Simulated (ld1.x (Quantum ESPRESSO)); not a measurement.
# Reading a pseudo-wave (titanium (Ti))

Columns: radius, all-electron u(r) and pseudo u(r) of the 4p shell (level -1.79 eV) of titanium in the configuration [Ar] 3d2 4s1.5 4p0.5; PBE, scalar-relativistic, TM semilocal scheme, ld1.x (Quantum ESPRESSO) 7.5.

```json
{"r (bohr)": "0.138", "all-electron": "0.1036", "pseudo": "0.0021"}
{"r (bohr)": "0.275", "all-electron": "0.0667", "pseudo": "0.0081"}
{"r (bohr)": "0.413", "all-electron": "-0.0428", "pseudo": "0.0180"}
{"r (bohr)": "0.550", "all-electron": "-0.1336", "pseudo": "0.0309"}
{"r (bohr)": "0.688", "all-electron": "-0.1814", "pseudo": "0.0465"}
{"r (bohr)": "0.825", "all-electron": "-0.1874", "pseudo": "0.0638"}
{"r (bohr)": "0.963", "all-electron": "-0.1626", "pseudo": "0.0825"}
{"r (bohr)": "1.100", "all-electron": "-0.1185", "pseudo": "0.1018"}
{"r (bohr)": "1.238", "all-electron": "-0.0634", "pseudo": "0.1219"}
{"r (bohr)": "1.375", "all-electron": "-0.0043", "pseudo": "0.1426"}
{"r (bohr)": "1.513", "all-electron": "0.0555", "pseudo": "0.1646"}
{"r (bohr)": "1.650", "all-electron": "0.1128", "pseudo": "0.1882"}
{"r (bohr)": "1.788", "all-electron": "0.1668", "pseudo": "0.2142"}
{"r (bohr)": "1.925", "all-electron": "0.2162", "pseudo": "0.2426"}
{"r (bohr)": "2.062", "all-electron": "0.2610", "pseudo": "0.2734"}
{"r (bohr)": "2.200", "all-electron": "0.3014", "pseudo": "0.3058"}
{"r (bohr)": "2.338", "all-electron": "0.3372", "pseudo": "0.3382"}
{"r (bohr)": "2.475", "all-electron": "0.3685", "pseudo": "0.3685"}
{"r (bohr)": "2.613", "all-electron": "0.3958", "pseudo": "0.3958"}
{"r (bohr)": "2.750", "all-electron": "0.4190", "pseudo": "0.4190"}
{"r (bohr)": "2.888", "all-electron": "0.4386", "pseudo": "0.4386"}
{"r (bohr)": "3.025", "all-electron": "0.4545", "pseudo": "0.4545"}
{"r (bohr)": "3.162", "all-electron": "0.4672", "pseudo": "0.4672"}
{"r (bohr)": "3.300", "all-electron": "0.4769", "pseudo": "0.4769"}
{"r (bohr)": "3.438", "all-electron": "0.4837", "pseudo": "0.4837"}
{"r (bohr)": "3.575", "all-electron": "0.4879", "pseudo": "0.4879"}
```

Q: How many radial nodes do the two functions have?

A: The all-electron 4p function has n − l − 1 = 2; the pseudo-wave has 0, since the states of the same l below it are removed with the core.

Q: At about which radius was the pseudo-wave matched?

A: 2.70 bohr. The columns agree to 0.0005 from 2.48 bohr on; several derivatives are matched, so the curves merge somewhat inside the radius.

Q: Is the pseudo-wave norm-conserving?

A: Yes: the TM semilocal scheme keeps the norm inside the radius equal to the all-electron one, which fixes the energy derivative of the logarithmic derivative at the level.
